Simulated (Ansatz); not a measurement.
Reaction (ligand exchange at a B–N bond): `CBNBN` + H₂S → `NBS` + `CBN`

Gas-phase electronic energies from Ansatz, PBE0-D4/def2-TZVP geometries. CCSD(T)/CBS is the MP2 limit (def2-TZVPP, def2-QZVPP) plus CCSD(T) − MP2 in def2-TZVPP, frozen cores. This one scheme is used for every species. Functionals use def2-TZVPP. One conformer a species, not always the lowest.

`CBNBN`:

Z-matrix (Å, degrees):
```
C
B 1 1.566
H 1 1.096 2 110.3
H 1 1.096 2 110.2 3 -115.8
H 1 1.094 2 114.4 3 122.2
N 2 1.407 1 122.7 3 -122.9
H 2 1.205 1 119.4 3 57.2
B 6 1.446 2 129.0 1 -179.9
H 6 1.010 2 116.3 1 0.0
N 8 1.394 6 122.4 2 -0.2
H 8 1.199 6 118.8 2 179.8
H 10 1.003 8 122.1 6 -179.9
H 10 1.006 8 123.4 6 -0.1
```

H₂S:

Z-matrix (Å, degrees):
```
S
H 1 1.341
H 1 1.341 2 92.3
```

`NBS`:

Z-matrix (Å, degrees):
```
N
B 1 1.391
H 1 1.004 2 121.9
H 1 1.006 2 124.2 3 -180.0
S 2 1.816 1 120.0 3 180.0
H 2 1.194 1 119.9 3 -0.0
H 5 1.339 2 96.3 1 -180.0
```

`CBN`:

Z-matrix (Å, degrees):
```
C
B 1 1.568
H 1 1.095 2 110.4
H 1 1.096 2 110.3 3 116.2
H 1 1.094 2 114.3 3 -121.9
N 2 1.392 1 122.0 3 122.1
H 2 1.202 1 121.0 3 -57.9
H 6 1.005 2 123.2 1 180.0
H 6 1.007 2 123.1 1 -0.0
```

Problem. Is it downhill or uphill in electronic energy at CCSD(T)/CBS, and by how much? (Best estimate.)

Solution. Ansatz gave: Uphill: ΔE = +10.8 kJ/mol.

Problem. What do these levels give: B97M-V, ωB97X-V, PBE-QIDH, CAM-B3LYP, LC-ωPBE, CCSD/def2-TZVPP? (Estimate.)

Solution. The calculation gave: B97M-V 7.4, ωB97X-V 8.6, PBE-QIDH 6.5, CAM-B3LYP 11.5, LC-ωPBE 4.7, CCSD/def2-TZVPP 12.9 kJ/mol.

Problem. What do rigid-rotor, harmonic-oscillator terms from PBE0-D4/def2-TZVP frequencies (298.15 K, 1 bar) make of the CCSD(T)/CBS value? (Estimate.)

Solution. The calculation gave: ΔZPE = +9.0 kJ/mol, ΔH = +17.5 kJ/mol, ΔS = 11 J/(mol·K), ΔG = +14.1 kJ/mol.

Largest T1 diagnostic among the species: 0.012.

Leaving LDA and LC-ωPBE aside and taking each functional with its dispersion term where it has one, the values, not all of them listed here, spread over 12.4 kJ/mol, from PBE-D4 to BHLYP-D4. LDA lies +6.7 kJ/mol from PBE without D4. In def2-TZVPP, CCSD(T) changes the Hartree–Fock value by −5.9 kJ/mol (the triples alone add −1.6 kJ/mol) and MP2 by −9.1 kJ/mol. From BLYP to BHLYP (50 % exact exchange), in def2-TZVPP and without D4, ΔE moves by +7.4 kJ/mol.
